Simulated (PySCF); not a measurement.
PySCF input file for CH3Cl2NSi2, SMILES Cl[Si]1(Cl)C=N[SiH2]1, PBE-D3(BJ)/def2-SVP. Coordinates come from a PBE-D3(BJ)/def2-SVP optimisation. This is a generated structure with no PubChem entry under its InChIKey; it may be hypothetical.

```python
import numpy as np
from pyscf import gto, scf, dft, df
from pyscf.hessian import thermo

mol = gto.M(
    atom='''
    Cl    1.48148004    0.10147063    1.69258872
    Si    0.26491293   -0.02615505   -0.00000000
    Cl    1.48148004    0.10147063   -1.69258873
    C    -1.00246772   -1.48443482   -0.00000000
    N    -2.18072159   -0.94854860    0.00000000
    Si   -1.92348431    0.85994472    0.00000000
    H    -0.87464298   -2.59197944   -0.00000000
    H    -2.49791079    1.50768594   -1.22814588
    H    -2.49791079    1.50768594    1.22814589
    ''',
    basis='def2-SVP',
    charge=0,
    spin=0,
    max_memory=1600,
    verbose=3,
)
mf = dft.RKS(mol, xc='pbe').density_fit(auxbasis='def2-universal-jkfit')
mf.disp = 'd3bj'
mf.grids.level = 3
mf.conv_tol = 1e-11
mf.max_cycle = 100
mf.kernel()

# [left out here: the lines that compute and print the analytic Hessian (its translational invariance restored by hand, since the grid's response is missing), thermochemistry and intensities]
```

It prints:

```
converged SCF energy = -1592.79908156418

WARN: DFTD3 does not support analytical Hessian, using finite difference


WARN: Mole.unit (angstrom) is changed to Bohr

Mode                                 0                   1                   2
Irrep
Freq [cm^-1]                       52.7418            108.0728            147.1171
Reduced mass [au]                  13.7592              4.4778             20.2120
Force const [Dyne/A]                0.0226              0.0308              0.2577
Char temp [K]                      75.8837            155.4927            211.6687
Normal mode                   x     y     z       x     y     z       x     y     z
       0  Cl                -0.08 -0.01 -0.02   -0.02  0.06 -0.00    0.06 -0.01 -0.07
       1  Si                -0.00 -0.00 -0.07    0.00  0.00 -0.01   -0.04  0.03  0.00
       2  Cl                 0.08  0.01 -0.02    0.02 -0.06 -0.00    0.06 -0.01  0.07
       3   C                -0.00 -0.00  0.00    0.00  0.00 -0.11   -0.03  0.02 -0.00
       4   N                -0.00  0.00  0.14    0.00 -0.00 -0.10   -0.04 -0.00 -0.00
       5  Si                 0.00  0.00  0.04    0.00  0.00  0.10   -0.08 -0.01  0.00
       6   H                -0.00 -0.00 -0.01    0.00  0.00 -0.19   -0.02  0.02 -0.00
       7   H                -0.09 -0.08  0.04   -0.06  0.16  0.21   -0.09 -0.01  0.00
       8   H                 0.09  0.08  0.04    0.06 -0.16  0.21   -0.09 -0.01 -0.00
Mode                                 3                   4                   5
Irrep
Freq [cm^-1]                      171.2212            276.4203            316.2481
Reduced mass [au]                  11.0075              1.8806             14.9804
Force const [Dyne/A]                0.1901              0.0847              0.8827
Char temp [K]                     246.3492            397.7072            455.0105
Normal mode                   x     y     z       x     y     z       x     y     z
       0  Cl                 0.01  0.05 -0.03    0.02  0.01  0.01   -0.05 -0.01 -0.08
       1  Si                -0.01 -0.11  0.00   -0.00 -0.00  0.02   -0.04  0.03 -0.00
       2  Cl                 0.01  0.05  0.03   -0.02 -0.01  0.01   -0.05 -0.01  0.08
       3   C                -0.10 -0.07  0.00    0.00 -0.00 -0.16    0.09  0.00  0.00
       4   N                -0.06  0.01 -0.00    0.00 -0.00  0.09    0.07 -0.02 -0.00
       5  Si                 0.06  0.00  0.00    0.00  0.00  0.00    0.07  0.01 -0.00
       6   H                -0.16 -0.07  0.00   -0.00 -0.00 -0.44    0.11  0.01  0.00
       7   H                 0.09  0.03  0.00    0.20 -0.25 -0.22    0.09  0.02 -0.00
       8   H                 0.09  0.03 -0.00   -0.20  0.25 -0.22    0.09  0.02  0.00
Mode                                 6                   7                   8
Irrep
Freq [cm^-1]                      436.9644            453.0014            550.2005
Reduced mass [au]                   7.9594              1.6316             10.0141
Force const [Dyne/A]                0.8954              0.1973              1.7861
Char temp [K]                     628.6945            651.7681            791.6160
Normal mode                   x     y     z       x     y     z       x     y     z
       0  Cl                 0.00 -0.00  0.00    0.03  0.00  0.03   -0.03  0.00 -0.04
       1  Si                 0.01  0.09 -0.00   -0.00 -0.00 -0.03    0.14 -0.03 -0.00
       2  Cl                 0.00 -0.00 -0.00   -0.03 -0.00  0.03   -0.03  0.00  0.04
       3   C                -0.08  0.04 -0.00    0.00 -0.00 -0.08   -0.02  0.08  0.00
       4   N                -0.12 -0.02  0.00    0.00  0.00  0.06   -0.02  0.05 -0.00
       5  Si                 0.07 -0.09 -0.00   -0.00  0.00 -0.06   -0.02 -0.03  0.00
       6   H                -0.05  0.04 -0.00    0.00 -0.00 -0.06   -0.02  0.08  0.00
       7   H                 0.20  0.02  0.00   -0.50  0.04  0.20   -0.14 -0.09  0.02
       8   H                 0.20  0.02 -0.00    0.50 -0.04  0.20   -0.14 -0.09 -0.02
Mode                                 9                  10                  11
Irrep
Freq [cm^-1]                      576.7579            630.8971            660.9551
Reduced mass [au]                   6.4789              1.3136              4.0391
Force const [Dyne/A]                1.2698              0.3081              1.0396
Char temp [K]                     829.8262            907.7205            950.9673
Normal mode                   x     y     z       x     y     z       x     y     z
       0  Cl                 0.03  0.00  0.05    0.00 -0.00  0.00   -0.01  0.00 -0.01
       1  Si                -0.00  0.00 -0.15    0.00  0.00 -0.02    0.05 -0.01 -0.00
       2  Cl                -0.03 -0.00  0.05   -0.00  0.00  0.00   -0.01  0.00  0.01
       3   C                 0.00 -0.00  0.02    0.00 -0.00  0.06    0.02  0.01  0.00
       4   N                 0.00 -0.00 -0.02   -0.00 -0.00 -0.10   -0.08 -0.18  0.00
       5  Si                -0.00  0.00  0.02    0.00  0.00  0.04   -0.02  0.07 -0.00
       6   H                -0.00 -0.00  0.13    0.00 -0.00 -0.07    0.19  0.03 -0.00
       7   H                 0.22  0.04 -0.06   -0.26 -0.54 -0.12    0.12  0.26  0.02
       8   H                -0.22 -0.04 -0.06    0.26  0.54 -0.12    0.12  0.26 -0.02
Mode                                12                  13                  14
Irrep
Freq [cm^-1]                      717.4768            742.2199            861.1586
Reduced mass [au]                   3.8312              1.6095              1.3101
Force const [Dyne/A]                1.1620              0.5224              0.5724
Char temp [K]                    1032.2894           1067.8892           1239.0154
Normal mode                   x     y     z       x     y     z       x     y     z
       0  Cl                 0.01  0.00  0.01   -0.00  0.00  0.00    0.00 -0.00  0.00
       1  Si                -0.06 -0.07 -0.00   -0.01 -0.04 -0.00    0.00  0.00 -0.02
       2  Cl                 0.01  0.00 -0.01   -0.00  0.00 -0.00   -0.00  0.00  0.00
       3   C                 0.05  0.19  0.00    0.05  0.06  0.00   -0.00 -0.00  0.14
       4   N                -0.05 -0.02 -0.00    0.04  0.06 -0.00    0.00  0.00 -0.00
       5  Si                 0.03 -0.01 -0.00   -0.06 -0.05  0.00    0.00  0.00 -0.02
       6   H                 0.30  0.23 -0.00   -0.02  0.06 -0.00   -0.00 -0.00 -0.84
       7   H                -0.13 -0.12  0.01    0.45  0.31 -0.04    0.00  0.13  0.05
       8   H                -0.13 -0.12 -0.01    0.45  0.31  0.04   -0.00 -0.13  0.05
Mode                                15                  16                  17
Irrep
Freq [cm^-1]                      905.7368           1225.4423           1556.5664
Reduced mass [au]                   1.0750              1.2390             10.8538
Force const [Dyne/A]                0.5196              1.0962             15.4942
Char temp [K]                    1303.1535           1763.1386           2239.5524
Normal mode                   x     y     z       x     y     z       x     y     z
       0  Cl                -0.00 -0.00 -0.00    0.00  0.00  0.00   -0.00 -0.00 -0.00
       1  Si                 0.01 -0.00  0.00   -0.01 -0.00  0.00   -0.00  0.00  0.00
       2  Cl                -0.00 -0.00  0.00    0.00  0.00 -0.00   -0.00 -0.00  0.00
       3   C                -0.00  0.01 -0.00    0.07  0.08  0.00   -0.19  0.08  0.00
       4   N                -0.01 -0.02 -0.00    0.01 -0.07 -0.00    0.16 -0.08 -0.00
       5  Si                -0.02  0.04  0.00    0.00  0.01 -0.00    0.00  0.00  0.00
       6   H                 0.03  0.01  0.00   -0.89 -0.03 -0.00    0.01  0.12 -0.00
       7   H                 0.32 -0.45 -0.40   -0.03 -0.03 -0.00    0.02  0.02  0.00
       8   H                 0.32 -0.45  0.40   -0.03 -0.03  0.00    0.02  0.02 -0.00
Mode                                18                  19                  20
Irrep
Freq [cm^-1]                     2165.2062           2182.6796           2977.5229
Reduced mass [au]                   1.0304              1.0534              1.0906
Force const [Dyne/A]                2.8461              2.9568              5.6968
Char temp [K]                    3115.2496           3140.3900           4283.9925
Normal mode                   x     y     z       x     y     z       x     y     z
       0  Cl                -0.00  0.00 -0.00   -0.00  0.00 -0.00    0.00  0.00  0.00
       1  Si                 0.00 -0.00  0.00    0.00 -0.00  0.00   -0.00 -0.00  0.00
       2  Cl                -0.00  0.00  0.00    0.00 -0.00 -0.00    0.00  0.00 -0.00
       3   C                -0.00  0.00  0.00    0.00  0.00  0.00   -0.01  0.08  0.00
       4   N                -0.00 -0.00 -0.00   -0.00 -0.00  0.00    0.00 -0.00 -0.00
       5  Si                -0.02  0.02 -0.00   -0.00  0.00  0.04    0.00 -0.00  0.00
       6   H                 0.00 -0.00 -0.00   -0.00 -0.00 -0.01    0.11 -0.95 -0.00
       7   H                 0.25 -0.29  0.58   -0.27  0.30 -0.56   -0.00  0.00 -0.00
       8   H                 0.25 -0.29 -0.58    0.27 -0.30 -0.56   -0.00  0.00  0.00
temperature 298.1500 [K]
pressure 101325.00 [Pa]
Rotational constants [GHz] 1.81796 1.18961 0.90383
Symmetry number 1
Zero-point energy (ZPE) 0.04036 [Eh]   105956.880 [J/mol]
                           tot       elec      trans        rot        vib
Entropy [J/mol/K]       380.205      0.000    171.735    123.376     85.094
Cv [J/mol/K]            111.790      0.000     12.472     12.472     86.847
Cp [J/mol/K]            120.105      0.000     20.786     12.472     86.847
Internal energy [J/mol]                      3718.434   3718.434 119516.107
Internal energy [Eh]   -1592.75073  -1592.79908
Enthalpy [J/mol]                             6197.391   3718.434 119516.107
Enthalpy [Eh]          -1592.74978
Gibbs free energy [J/mol]                  -45005.403 -33066.097  94145.386
Gibbs free energy [Eh] -1592.79296
mode   freq/cm-1   IR/(km/mol)
   1       52.74         2.832
   2      108.07         0.235
   3      147.12         3.549
   4      171.22         5.584
   5      276.42         0.179
   6      316.25         7.497
   7      436.96        14.453
   8      453.00        33.384
   9      550.20       165.302
  10      576.76        99.603
  11      630.90         4.601
  12      660.96        27.318
  13      717.48        11.979
  14      742.22       104.785
  15      861.16        46.563
  16      905.74       107.908
  17     1225.44        11.789
  18     1556.57        42.924
  19     2165.21        89.298
  20     2182.68        75.796
  21     2977.52        38.525
max |gradient| / (hartree/bohr): 5.056785366356999e-05
APT charges: [-0.5548  1.3269 -0.5548  0.0578 -0.6752  0.8475 -0.0039 -0.2217 -0.2217]
```

The run converged.

Cost: very roughly 110 core-seconds.
